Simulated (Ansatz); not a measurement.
Calculated with Ansatz (gas phase, PBE0-D4/def2-TZVP geometries, no zero-point term in ΔE). CCSD(T)/CBS is the MP2 limit (def2-TZVPP, def2-QZVPP) plus CCSD(T) − MP2 in def2-TZVPP, frozen cores. DFT in def2-TZVPP. HSE06 is defined as in plane-wave codes. def2 core potentials past Kr. For Ge, In outer-core shells are correlated without core-valence functions, which leaves a few kJ/mol of doubt a bond. Scalar relativity is left out up to krypton. Each species was taken in one conformer, which may not be the lowest.

Reaction (substitution at a C–N bond): `C=C[NH][GeH3]` + `[OH][InH2]` → `C=C[O][InH2]` + `[NH2][GeH3]`

(1) Is it downhill or uphill in electronic energy at CCSD(T)/CBS, and by how much? (An estimate is asked.)

(2) What do these levels give: PBE0-D4, HSE06-D4, BHLYP-D4, CAM-B3LYP-D4, PBE0, r2SCAN0? (An estimate is asked.)

Largest T1 diagnostic among the species: 0.017.

Results:

(1) The calculation gave: Uphill: ΔE = +13.5 kJ/mol.

(2) The calculation gave: PBE0-D4 14.3, HSE06-D4 14.1, BHLYP-D4 11.1, CAM-B3LYP-D4 13.5, PBE0 14.1, r2SCAN0 12.3 kJ/mol.

At CCSD(T), def2-SVP lies −6.4 kJ/mol from the extrapolated value and def2-TZVPP −1.4 kJ/mol. In def2-TZVPP, CCSD(T) changes the Hartree–Fock value by +4.7 kJ/mol (the triples alone add −0.3 kJ/mol) and MP2 by +9.5 kJ/mol. Leaving LDA and LC-ωPBE aside and taking each functional with its dispersion term where it has one, the values, not all of them listed here, spread over 7.0 kJ/mol, from B97M-V to revPBE-D4.
